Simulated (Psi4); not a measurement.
Job for Psi4: SAPT0/jun-cc-pV(D+d)Z on CH4ClF (a complex), monomers drawn apart or pushed together.

```
memory 1800 MB

molecule dimer {
0 1
Cl    0.16520819    0.05211868   -0.13614396
H     0.21537761    0.50856112    1.07035412
--
0 1
C    -0.46761929   -0.55108959    3.33478300
F     0.07177976    0.62908965    2.80265495
H     0.24877846   -0.96043086    4.04549195
H    -1.40460438   -0.30196971    3.83069251
H    -0.63944424   -1.24908527    2.51625461
units angstrom
symmetry c1
no_reorient
no_com
}

set {
  basis jun-cc-pV(D+d)Z
  scf_type df
  freeze_core true
}

energy('sapt0')
```

It printed:

```
[...]
==> Input File <==

--------------------------------------------------------------------------
memory 1800 MB

molecule dimer {
0 1
Cl    0.16520819    0.05211868   -0.13614396
H     0.21537761    0.50856112    1.07035412
--
0 1
C    -0.46761929   -0.55108959    3.33478300
F     0.07177976    0.62908965    2.80265495
H     0.24877846   -0.96043086    4.04549195
H    -1.40460438   -0.30196971    3.83069251
H    -0.63944424   -1.24908527    2.51625461
units angstrom
symmetry c1
no_reorient
no_com
}

set {
  basis jun-cc-pV(D+d)Z
  scf_type df
  freeze_core true
}

energy('sapt0')
--------------------------------------------------------------------------


   => Loading Basis Set <=

    Name: JUN-CC-PV(D+D)Z
    Role: ORBITAL
    Keyword: BASIS
    atoms 1      entry CL         line   764 file jun-cc-pv_dpd_z.gbs
    atoms 2, 5-7 entry H          line    60 file jun-cc-pv_dpd_z.gbs
    atoms 3      entry C          line   188 file jun-cc-pv_dpd_z.gbs
    atoms 4      entry F          line   290 file jun-cc-pv_dpd_z.gbs

   => Loading Basis Set <=

    Name: JUN-CC-PV(D+D)Z
    Role: ORBITAL
    Keyword: BASIS
    atoms 1      entry CL         line   764 file jun-cc-pv_dpd_z.gbs
    atoms 2, 5-7 entry H          line    60 file jun-cc-pv_dpd_z.gbs
    atoms 3      entry C          line   188 file jun-cc-pv_dpd_z.gbs
    atoms 4      entry F          line   290 file jun-cc-pv_dpd_z.gbs


  //>>>>>>>>>>>>>>>>>>>>>>>>>>>>>>>>>>>//
  //              Dimer HF             //
  //<<<<<<<<<<<<<<<<<<<<<<<<<<<<<<<<<<<//

   => Libint2 <=

    Primary   basis highest AM E, G, H:  7, 6, 3
    Auxiliary basis highest AM E, G, H:  7, 7, 4
    Onebody   basis highest AM E, G, H:  -, -, -
    Solid Harmonics ordering:            Gaussian


   => Loading Basis Set <=

    Name: JUN-CC-PV(D+D)Z
    Role: ORBITAL
    Keyword: BASIS
    atoms 1      entry CL         line   764 file jun-cc-pv_dpd_z.gbs
    atoms 2, 5-7 entry H          line    60 file jun-cc-pv_dpd_z.gbs
    atoms 3      entry C          line   188 file jun-cc-pv_dpd_z.gbs
    atoms 4      entry F          line   290 file jun-cc-pv_dpd_z.gbs


         ---------------------------------------------------------
                                   SCF
               by Justin Turney, Rob Parrish, Andy Simmonett
                          and Daniel G. A. Smith
                              RHF Reference
                        1 Threads,   1716 MiB Core
         ---------------------------------------------------------

  ==> Geometry <==

    Molecular point group: c1
    Full point group: C1

    Geometry (in Angstrom), charge = 0, multiplicity = 1:

       Center              X                  Y                   Z               Mass
    ------------   -----------------  -----------------  -----------------  -----------------
         CL           0.165208190000     0.052118680000    -0.136143960000    34.968852682000
         H            0.215377610000     0.508561120000     1.070354120000     1.007825032230
         C           -0.467619290000    -0.551089590000     3.334783000000    12.000000000000
         F            0.071779760000     0.629089650000     2.802654950000    18.998403162730
         H            0.248778460000    -0.960430860000     4.045491950000     1.007825032230
         H           -1.404604380000    -0.301969710000     3.830692510000     1.007825032230
         H           -0.639444240000    -1.249085270000     2.516254610000     1.007825032230

  Running in c1 symmetry.

  Rotational constants: A =      0.89601  B =      0.05175  C =      0.04954 [cm^-1]
  Rotational constants: A =  26861.71832  B =   1551.37790  C =   1485.03541 [MHz]
  Nuclear repulsion =   97.752001298587118

  Charge       = 0
  Multiplicity = 1
  Electrons    = 36
  Nalpha       = 18
  Nbeta        = 18

  ==> Algorithm <==

  SCF Algorithm Type is DF.
  DIIS enabled.
  MOM disabled.
  Fractional occupation disabled.
  Guess Type is SAD.
  Energy threshold   = 1.00e-08
  Density threshold  = 1.00e-08
  Integral threshold = 1.00e-12

  ==> Primary Basis <==

  Basis Set: JUN-CC-PV(D+D)Z
    Blend: JUN-CC-PV(D+D)Z
    Number of shells: 39
    Number of basis functions: 83
    Number of Cartesian functions: 87
    Spherical Harmonics?: true
    Max angular momentum: 2

   => Loading Basis Set <=

    Name: (JUN-CC-PV(D+D)Z AUX)
    Role: JKFIT
    Keyword: DF_BASIS_SCF
    atoms 1      entry CL         line   746 file jun-cc-pvdz-jkfit.gbs
    atoms 2, 5-7 entry H          line    70 file jun-cc-pvdz-jkfit.gbs
    atoms 3      entry C          line   146 file jun-cc-pvdz-jkfit.gbs
    atoms 4      entry F          line   314 file jun-cc-pvdz-jkfit.gbs

  ==> Integral Setup <==

  DFHelper Memory: AOs need 0.021 GiB; user supplied 1.257 GiB.
  SCF_SUBTYPE=INCORE selected. In-core MEM_DF algorithm will be used.
  Using in-core AOs.

  ==> MemDFJK: Density-Fitted J/K Matrices <==

    J tasked:                   Yes
    K tasked:                   Yes
    wK tasked:
[...]
clear Repulsion Energy =             37.0568734603372079
    One-Electron Energy =                -265.6847640847831826
    Two-Electron Energy =                  89.5748541316351918
    Total Energy =                       -139.0530364928107758

Computation Completed


Properties will be evaluated at   0.000000,   0.000000,   0.000000 [a0]

Properties computed using the SCF density matrix


 Multipole Moments:

 ------------------------------------------------------------------------------------
     Multipole            Electronic (a.u.)      Nuclear  (a.u.)        Total (a.u.)
 ------------------------------------------------------------------------------------

 L = 1.  Multiply by 2.5417464519 to convert [e a0] to [Debye]
 Dipole X            :          7.1214681           -7.4738065           -0.3523384
 Dipole Y            :         -0.4768573           -0.2952065           -0.7720638
 Dipole Z            :       -104.7727659          105.1160755            0.3433096
 Magnitude           :                                                    0.9154705

 ------------------------------------------------------------------------------------

  Constructing Basis Sets for SAPT...

   => Loading Basis Set <=

    Name: (JUN-CC-PV(D+D)Z AUX)
    Role: RIFIT
    Keyword: DF_BASIS_SAPT
    atoms 1      entry CL         line   544 file jun-cc-pvdz-ri.gbs
    atoms 2, 5-7 entry H          line    30 file jun-cc-pvdz-ri.gbs
    atoms 3      entry C          line   100 file jun-cc-pvdz-ri.gbs
    atoms 4      entry F          line   232 file jun-cc-pvdz-ri.gbs

   => Loading Basis Set <=

    Name: (JUN-CC-PV(D+D)Z AUX)
    Role: JKFIT
    Keyword: DF_BASIS_ELST
    atoms 1      entry CL         line   746 file jun-cc-pvdz-jkfit.gbs
    atoms 2, 5-7 entry H          line    70 file jun-cc-pvdz-jkfit.gbs
    atoms 3      entry C          line   146 file jun-cc-pvdz-jkfit.gbs
    atoms 4      entry F          line   314 file jun-cc-pvdz-jkfit.gbs


  //>>>>>>>>>>>>>>>>>>>>>>>>>>>>>>>>>>>//
  //               SAPT0               //
  //<<<<<<<<<<<<<<<<<<<<<<<<<<<<<<<<<<<//



        SAPT0
    Ed Hohenstein
     6 June 2009

      Orbital Information
  --------------------------
    NSO        =        83
    NMO        =        83
    NRI        =       271
    NRI (Elst) =       371
    NOCC A     =         9
    NOCC B     =         9
    FOCC A     =         5
    FOCC B     =         2
    NVIR A     =        74
    NVIR B     =        74

    Elst10,r            =    -0.015824827712 [Eh]
    Exch10              =     0.021055213048 [Eh]
    Exch10 (S^2)        =     0.020817516682 [Eh]

    Maxiter = 50
    CPHF R converge = 1.000000E-08

    Iter     Energy [mEh]          dE [mEh]         Residual      Time [s]
       1      -4.60071789       4.600717890     9.121243e-03             0
       2      -5.31579437       0.715076478     2.474418e-03             0
       3      -5.35331076       0.037516393     4.809706e-04             0
       4      -5.33638259      -0.016928166     1.306383e-04             0
       5      -5.33879145       0.002408857     3.988167e-05             0
       6      -5.33915450       0.000363048     9.517164e-06             0
       7      -5.33897327      -0.000181225     1.705368e-06             0
       8      -5.33899487       0.000021598     2.048383e-07             0
       9      -5.33899417      -0.000000705     5.847348e-08             0
      10      -5.33899386      -0.000000310     1.004584e-08             0
      11      -5.33899393       0.000000069     1.464806e-09             0

    CHF Iterations converged

    Maxiter = 50
    CPHF R converge = 1.000000E-08

    Iter     Energy [mEh]          dE [mEh]         Residual      Time [s]
       1      -2.88515627       2.885156267     1.120421e-02             0
       2      -3.72876752       0.843611249     3.525839e-03             0
       3      -3.76556548       0.036797960     1.186720e-03             0
       4      -3.74641197      -0.019153510     2.711130e-04             0
       5      -3.74446924      -0.001942726     6.421221e-05             0
       6      -3.74532294       0.000853697     1.754653e-05             0
       7      -3.74545558       0.000132640     4.153084e-06             0
       8      -3.74539632      -0.000059258     5.102904e-07             0
       9      -3.74540073       0.000004417     1.031871e-07             0
      10      -3.74540040      -0.000000338     2.326859e-08             0
      11      -3.74540040      -0.000000000     5.615833e-09             0

    CHF Iterations converged

    Ind20,r (A<-B)      =    -0.005338993925 [Eh]
    Ind20,r (B<-A)      =    -0.003745400397 [Eh]
    Ind20,r             =    -0.009084394322 [Eh]
    Exch-Ind20,r (A<-B) =     0.004839346987 [Eh]
    Exch-Ind20,r (B<-A) =     0.001407130722 [Eh]
    Exch-Ind20,r        =     0.006246477709 [Eh]
    Disp20              =    -0.004663293105 [Eh]
    Disp20 (SS)         =    -0.002331646553 [Eh]
    Disp20 (OS)         =    -0.002331646553 [Eh]
    Exch-Disp20         =     0.000954885788 [Eh]
    Exch-Disp20 (SS)    =     0.000494293336 [Eh]
    Exch-Disp20 (OS)    =     0.000460592452 [Eh]

    SAPT Results
  --------------------------------------------------------------------------------------------------------
    Electrostatics                -15.82482771 [mEh]      -9.93022931 [kcal/mol]     -41.54807943 [kJ/mol]
      Elst10,r                    -15.82482771 [mEh]      -9.93022931 [kcal/mol]     -41.54807943 [kJ/mol]

    Exchange                       21.05521305 [mEh]      13.21234566 [kcal/mol]      55.28045424 [kJ/mol]
      Exch10                       21.05521305 [mEh]      13.21234566 [kcal/mol]      55.28045424 [kJ/mol]
      Exch10(S^2)                  20.81751668 [mEh]      13.06318894 [kcal/mol]      54.65638252 [kJ/mol]

    Induction                      -6.04339977 [mEh]      -3.79229061 [kcal/mol]     -15.86694390 [kJ/mol]
      Ind20,r                      -9.08439432 [mEh]      -5.70054350 [kcal/mol]     -23.85107401 [kJ/mol]
      Exch-Ind20,r                  6.24647771 [mEh]       3.91972394 [kcal/mol]      16.40012497 [kJ/mol]
      delta HF,r (2)               -3.20548315 [mEh]      -2.01147105 [kcal/mol]      -8.41599486 [kJ/mol]

    Dispersion                     -3.70840732 [mEh]      -2.32706072 [kcal/mol]      -9.73642207 [kJ/mol]
      Disp20                       -4.66329311 [mEh]      -2.92626060 [kcal/mol]     -12.24347436 [kJ/mol]
      Exch-Disp20                   0.95488579 [mEh]       0.59919988 [kcal/mol]       2.50705229 [kJ/mol]
      Disp20 (SS)                  -2.33164655 [mEh]      -1.46313030 [kcal/mol]      -6.12173718 [kJ/mol]
      Disp20 (OS)                  -2.33164655 [mEh]      -1.46313030 [kcal/mol]      -6.12173718 [kJ/mol]
      Exch-Disp20 (SS)              0.49429334 [mEh]       0.31017375 [kcal/mol]       1.29776697 [kJ/mol]
      Exch-Disp20 (OS)              0.46059245 [mEh]       0.28902613 [kcal/mol]       1.20928532 [kJ/mol]

  Total HF                         -0.81301443 [mEh]      -0.51017426 [kcal/mol]      -2.13456909 [kJ/mol]
  Total SAPT0                      -4.52142175 [mEh]      -2.83723498 [kcal/mol]     -11.87099116 [kJ/mol]

  Special recipe for scaled SAPT0 (see Manual):
    Electrostatics sSAPT0         -15.82482771 [mEh]      -9.93022931 [kcal/mol]     -41.54807943 [kJ/mol]
    Exchange sSAPT0                21.05521305 [mEh]      13.21234566 [kcal/mol]      55.28045424 [kJ/mol]
    Induction sSAPT0               -5.82697874 [mEh]      -3.65648436 [kcal/mol]     -15.29873058 [kJ/mol]
    Dispersion sSAPT0              -3.67532349 [mEh]      -2.30630031 [kcal/mol]      -9.64956051 [kJ/mol]
  Total sSAPT0                     -4.27191690 [mEh]      -2.68066833 [kcal/mol]     -11.21591627 [kJ/mol]
  --------------------------------------------------------------------------------------------------------



*** Psi4 exiting successfully. Buy a developer a beer!
```

The run finished.

Cost: about 2.9 core-seconds (a rough figure).
